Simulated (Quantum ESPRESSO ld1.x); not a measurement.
The run below uses ld1.x (Quantum ESPRESSO 7.5).

```
 &input
    atom='Pr',
    iswitch=1,
    rel=2,
    dft='RXC-VWN',
    config='[Kr] 4d10',
    rel_dist='average',
    verbosity='high',
    lsmall=.true.,
    prefix='ld1',
    max_out_wfc=37,
    file_charge='ld1.rho',
 /
```

Output (excerpt):

```
     Program LD1 v.7.5 starts

     --------------------------- All-electron run ----------------------------

     dirac relativistic calculation

     atomic number is 59.00
     dft =RXC-VWN   lsd =0 sic =0 latt =0  beta=0.20 tr2=1.0E-14
     Exchange-correlation= RXC-VWN
                           (   3   2   0   0   0   0   0)
     mesh =2087 r(mesh) = 100.53064 a.u. xmin = -8.00 dx = 0.00800
     1 Ry =  13.60569312 eV, c = 137.03599908

     n l j   nl                  e(Ry)          e(Ha)          e(eV)
     Spin orbit split results
     1 0 0.5 1S 1( 2.00)   -3069.435334467   -1534.717667233 -41761.7952216
     2 0 0.5 2S 1( 2.00)    -509.025078654    -254.512539327  -6925.6390121
     2 1 0.5 2P 1( 2.00)    -482.616226247    -241.308113123  -6566.3282705
     2 1 1.5 2P 1( 4.00)    -447.540020586    -223.770010293  -6089.0921803
     3 0 0.5 3S 1( 2.00)    -123.673846463     -61.836923232  -1682.6684023
     3 1 0.5 3P 1( 2.00)    -112.340052856     -56.170026428  -1528.4642846
     3 1 1.5 3P 1( 4.00)    -105.379321725     -52.689660863  -1433.7587129
     4 0 0.5 4S 1( 2.00)     -37.962641976     -18.981320988   -516.5080569
     4 1 0.5 4P 1( 2.00)     -33.652991891     -16.826495945   -457.8722803
     4 1 1.5 4P 1( 4.00)     -32.062175587     -16.031087794   -436.2281219
     3 2 1.5 3D 1( 4.00)     -85.437205013     -42.718602506  -1162.4323927
     3 2 2.5 3D 1( 6.00)     -83.929619858     -41.964809929  -1141.9206517
     4 2 1.5 4D 1( 4.00)     -24.878040552     -12.439020276   -338.4829853
     4 2 2.5 4D 1( 6.00)     -24.581961300     -12.290980650   -334.4546218
     Averaged results
     1 0     1S 1( 2.00)   -3069.435334467   -1534.717667233 -41761.7952216
     2 0     2S 1( 2.00)    -509.025078654    -254.512539327  -6925.6390121
     2 1     2P 1( 6.00)    -459.232089139    -229.616044570  -6248.1708771
     3 0     3S 1( 2.00)    -123.673846463     -61.836923232  -1682.6684023
     3 1     3P 1( 6.00)    -107.699565435     -53.849782718  -1465.3272368
     4 0     4S 1( 2.00)     -37.962641976     -18.981320988   -516.5080569
     4 1     4P 1( 6.00)     -32.592447689     -16.296223844   -443.4428414
     3 2     3D 1(10.00)     -84.532653920     -42.266326960  -1150.1253481
     4 2     4D 1(10.00)     -24.700393001     -12.350196501   -336.0659672

     final scf error:  6.9E-15 reached in  30 iterations

     Etot =  -18348.223769 Ry,   -9174.111885 Ha, -249640.301958 eV

     Ekin =   19680.399497 Ry,    9840.199749 Ha,  267765.476099 eV
     Encl =  -43940.098231 Ry,  -21970.049116 Ha, -597835.492328 eV
     Eh   =    6285.307776 Ry,    3142.653888 Ha,   85515.968780 eV
     Exc  =    -373.832811 Ry,    -186.916406 Ha,   -5086.254508 eV

     normalization and overlap integrals

     s(1S/1S) =  1.000000  <r> =   0.0242  <r2> =    0.0008  r(max) =   0.0155
     LC norm =  0.95253868 + SC norm =  0.04746132 =  1.00000000
     s(2S/2S) =  1.000000  <r> =   0.1029  <r2> =    0.0126  r(max) =   0.0874
     LC norm =  0.98964971 + SC norm =  0.01035029 =  1.00000000
     s(2P/2P) =  1.000000  <r> =   0.0863  <r2> =    0.0092  r(max) =   0.0671
     LC norm =  0.98960024 + SC norm =  0.01039976 =  1.00000000
     s(2P/2P) =  1.000000  <r> =   0.0926  <r2> =    0.0104  r(max) =   0.0721
     LC norm =  0.99024205 + SC norm =  0.00975795 =  1.00000000
     s(3S/3S) =  1.000000  <r> =   0.2727  <r2> =    0.0851  r(max) =   0.2492
     LC norm =  0.99680656 + SC norm =  0.00319344 =  1.00000000
     s(3P/3P) =  1.000000  <r> =   0.2622  <r2> =    0.0799  r(max) =   0.2375
     LC norm =  0.99686037 + SC norm =  0.00313963 =  1.00000000
     s(3P/3P) =  1.000000  <r> =   0.2744  <r2> =    0.0873  r(max) =   0.2472
     LC norm =  0.99703832 + SC norm =  0.00296168 =  1.00000000
     s(4S/4S) =  1.000000  <r> =   0.6135  <r2> =    0.4241  r(max) =   0.5772
     LC norm =  0.99896771 + SC norm =  0.00103229 =  1.00000000
     s(4P/4P) =  1.000000  <r> =   0.6269  <r2> =    0.4460  r(max) =   0.5819
     LC norm =  0.99902894 + SC norm =  0.00097106 =  1.00000000
     s(4P/4P) =  1.000000  <r> =   0.6520  <r2> =    0.4819  r(max) =   0.6056
     LC norm =  0.99908564 + SC norm =  0.00091436 =  1.00000000
     s(3D/3D) =  1.000000  <r> =   0.2453  <r2> =    0.0710  r(max) =   0.1992
     LC norm =  0.99715435 + SC norm =  0.00284565 =  1.00000000
     s(3D/3D) =  1.000000  <r> =   0.2491  <r2> =    0.0731  r(max) =   0.2024
     LC norm =  0.99720611 + SC norm =  0.00279389 =  1.00000000
     s(4D/4D) =  1.000000  <r> =   0.6851  <r2> =    0.5397  r(max) =   0.6203
     LC norm =  0.99921375 + SC norm =  0.00078625 =  1.00000000
     s(4D/4D) =  1.000000  <r> =   0.6930  <r2> =    0.5520  r(max) =   0.6253
     LC norm =  0.99922813 + SC norm =  0.00077187 =  1.00000000

     LC charge = 45.75644628 + SC charge =  0.24355372 = 46.00000000

     ------------------------ End of All-electron run ------------------------
```

Run on one thread of a shared host, so times are rough (Intel(R) Xeon(R) Processor @ 2.60GHz): 0.6 s of CPU time, 1 s wall, 30 iterations on 2087 mesh points.
